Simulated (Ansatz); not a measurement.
CH$_{5}$BrGe, SMILES `[CH3][GeH2][Br]`, relaxed with RKS PBE0-D4/def2-TZVP in the Gaussian-basis code of Ansatz from a PBE-D4/def2-SVP geometry. The force threshold is 0.005 eV/Å; the program also tests the step.

The species carries charge 0 and has multiplicity 1.

Start:

```xyz
8

C    -0.261   -0.241    1.021
Ge    0.030    0.112   -0.882
Br    2.119    1.144   -1.110
H    -0.248    0.709    1.587
H     0.534   -0.903    1.411
H    -1.245   -0.732    1.162
H    -1.015    1.098   -1.465
H     0.087   -1.189   -1.725
```

```json
{"step": "1", "energy (eV)": "-127668.3908", "largest force (eV/Å)": "0.436", "largest move (Å)": "0.000"}
{"step": "2", "energy (eV)": "-127668.4124", "largest force (eV/Å)": "0.121", "largest move (Å)": "0.035"}
{"step": "3", "energy (eV)": "-127668.4140", "largest force (eV/Å)": "0.030", "largest move (Å)": "0.012"}
{"step": "4", "energy (eV)": "-127668.4141", "largest force (eV/Å)": "0.015", "largest move (Å)": "0.004"}
{"step": "5", "energy (eV)": "-127668.4142", "largest force (eV/Å)": "0.002", "largest move (Å)": "0.001"}
```

End:

```xyz
8

C    -0.261   -0.239    1.015
Ge    0.025    0.110   -0.873
Br    2.095    1.133   -1.097
H    -0.243    0.698    1.571
H     0.525   -0.893    1.393
H    -1.229   -0.723    1.160
H    -1.002    1.090   -1.457
H     0.090   -1.176   -1.711
```

Hardware: 4 threads of an Arm Neoverse V2 on a shared host. Wall time 14 s, peak host memory 0.44 GiB.
